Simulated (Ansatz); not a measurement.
Process, species as SMILES: COC=O → CO[C]=O + H atom (the C-H bond at the site shown breaks; other sites are not compared here)
Structures are relaxed separately at B3LYP-D3(BJ)/def2-TZVP in Ansatz (a first-principles code), one conformer each, not searched for the lowest.

Wanted: bond dissociation energy (electronic energy difference), in kcal/mol. Correlated levels leave the core frozen unless marked. Open shells are spin-unrestricted. Spin-orbit coupling is left out. Non-relativistic. CBS marks a two-point X^-3 extrapolation of the correlation energy; Hartree-Fock from the larger set. The bracket is a focal-point correction in the basis named.

RI-MP2/CBS(cc-pVTZ,cc-pVQZ)+[CCSD(T)-MP2]/cc-pVTZ (Ansatz) gives 106.8 kcal/mol.

### Question
Another calculation gave 102.1 kcal/mol. Which level was it?
A) PBE0/def2-TZVPD (Ansatz)
B) SVWN5/def2-TZVPD (Ansatz)
C) wB97X-V/def2-TZVPD (Ansatz)
D) revPBE/def2-TZVPD (Ansatz)

### Answer
A, PBE0/def2-TZVPD (Ansatz). The others give 104.8 (wB97X-V), 112.2 (SVWN5), 98.5 (revPBE) kcal/mol.
